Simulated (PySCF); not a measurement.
**Exact mass, isotope pattern and composition**

Species: `B[CH2][GaH][CH]=C`.

Calculated from isotope tables alone.

Problem. Molar mass and exact mass?

Solution. For C3H8BGa, with standard atomic weights, 1 × 10.810 + 3 × 12.011 + 1 × 69.723 + 8 × 1.008 = 124.630 g/mol. From the most abundant isotopes (11B, 12C, 69Ga, 1H), 1 × 11.009305 + 3 × 12.000000 + 1 × 68.925574 + 8 × 1.007825 = 123.9975 u.

Problem. What cluster does the molecular ion M+• show when like nominal masses merge?

Solution. 
```
nominal mass  m/z (centroid)  relative intensity
         123        123.0006                24.6
         124        123.9970               100.0
         125        124.9998                19.7
         126        125.9961                66.4
         127        126.9995                 2.2
```

Lines under 0.1 % of the tallest are left out. One electron mass, 0.00055 u, is taken off. Abundances used (%; other tables differ somewhat): 10B 19.9, 11B 80.1; 12C 98.93, 13C 1.07; 69Ga 60.108, 71Ga 39.892; 1H 99.9885, 2H 0.0115.

Problem. What share of all molecules is the monoisotopic species?

Solution. 0.801 × 0.9893^3 × 0.60108 × 0.999885^8 = 46.57 %.

Problem. List the species in which a single atom is changed from its most abundant isotope.

Solution. Intensity in % of the monoisotopic species:

```tsv
isotope	mass shift (u)	m/z	intensity (%)
10B	-0.99637	123.0006	24.84
13C	+1.00335	125.0003	3.24
2H	+1.00628	125.0032	0.09
71Ga	+1.99913	125.9961	66.37
```

Species under 0.02 % are left out.

Problem. What is the composition by mass?

Solution. B 8.67 %, C 28.91 %, Ga 55.94 %, H 6.47 %.

Problem. Count the protons, neutrons and electrons of the monoisotopic species, and give its exact less its nominal mass.

Solution. 62 protons, 62 neutrons and 62 electrons; 123.9975 − 124 = -0.0025 u.
